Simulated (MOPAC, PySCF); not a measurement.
Energy landscape of H2F (cation, charge +1), singlet: symmetric bend, bond length relaxed. Scanned: H-F-H angle. Other coordinates (F-H bond length) were minimised at PBE0/def2-TZVP.

Computed with: PBE0/cc-pVTZ (PySCF); PM7, restricted, heats of formation (MOPAC); CCSD(T) on RHF/cc-pVTZ, 1 core orbital frozen (PySCF).

Energies relative to the lowest point of each profile, in kJ/mol:

```tsv
a / °	PBE0	PM7
180	69.5	80.9
164	60.7	72.6
156	50.6	63.1
140	25.7	38.3
132	13.9	25.6
124	4.8	14.5
116	0.0	6.1
100	8.6	0.0
92	24.2	2.8
84	48.8	9.0
68	128.5	29.5
60	186.4	44.0
```

### Question
What does CCSD(T) give at the same points?

### Answer
180: 76.6; 164: 67.0; 156: 56.1; 140: 28.9; 132: 16.0; 124: 5.8; 116: 0.0; 100: 7.0; 92: 22.1; 84: 46.1; 68: 125.3; 60: 183.2 (kJ/mol).
